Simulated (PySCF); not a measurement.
NICS in isomers of C7H11FN2.

NICS is the negative of the GIAO shielding at a point without a nucleus: at the ring centre (0) and 1 Å above and below it (1); zz is the component along the ring normal. Level: GIAO PBE0/pcSseg-1 (PySCF, non-relativistic, gas phase) on the GFN2-xTB geometries, one conformer each. Atom numbers follow the mapped SMILES.

Question: Order these rings by mean NICS(1)zz, lowest (most negative) first (ppm).
A. ring C3–C4–C5–N7–N8 in `[CH3:1][CH2:2][c:3]1[cH:4][c:5]([F:6])[n:7][n:8]1[CH2:9][CH3:10]`
B. ring N4–C5–C6–C8–N10 in `[CH3:1][CH2:2][CH2:3][n:4]1[cH:5][c:6]([F:7])[c:8]([CH3:9])[n:10]1`
C. ring C2–N3–N4–C8–C9 in `[CH3:1][C:2]1=[N:3][N:4]([CH:5]2[CH2:6][CH2:7]2)[CH2:8][C@@H:9]1[F:10]`
D. ring C4–C5–C6–C9 in `[CH3:1][C@@H:2]([NH2:3])[C@@H:4]1[CH2:5][C@H:6]([C:7]#[N:8])[C@H:9]1[F:10]`
E. ring C4–C5–N7–C9–C10 in `[CH3:1]/[N:2]=[CH:3]\[C:4]1=[C:5]([F:6])[N:7]([CH3:8])[CH2:9][CH2:10]1`

Answer: B (-27.3), A (-25.5), C (-4.0), E (0.1), D (2.6).

```csv
SMILES,ring,NICS(0),NICS(1),NICS(1)zz,HOMA,rms pucker (Å),ring atoms with four or more neighbours
CCCn1cc(F)c(C)n1,5-membered ring with 2 N; formal bonds all aromatic,-14.4,-11.0,-27.3,0.97,0.00,0
CCc1cc(F)nn1CC,5-membered ring with 2 N; formal bonds all aromatic,-13.8,-10.5,-25.5,0.96,0.00,0
CC1=NN(C2CC2)C[C@@H]1F,"5-membered ring with 2 N; formal bonds 1 double, 4 single",-3.2,-4.0,-4.0,–,0.04,2
C/N=C\C1=C(F)N(C)CC1,"5-membered ring with N; formal bonds 1 double, 4 single",-6.5,-2.3,0.1,–,0.07,2
C[C@@H](N)[C@@H]1C[C@H](C#N)[C@H]1F,4-membered carbocycle; formal bonds all single,-3.2,-1.9,2.6,–,0.08,4
```

NICS(0) gives another order. The isotropic NICS(1) gives the same order. HOMA uses Krygowski's 1993 parameters; it is left out where a ring has a four-coordinate atom, a triple bond, no multiple bond or a kind of bond without parameters. NICS(1) and NICS(1)zz are means over the two faces.
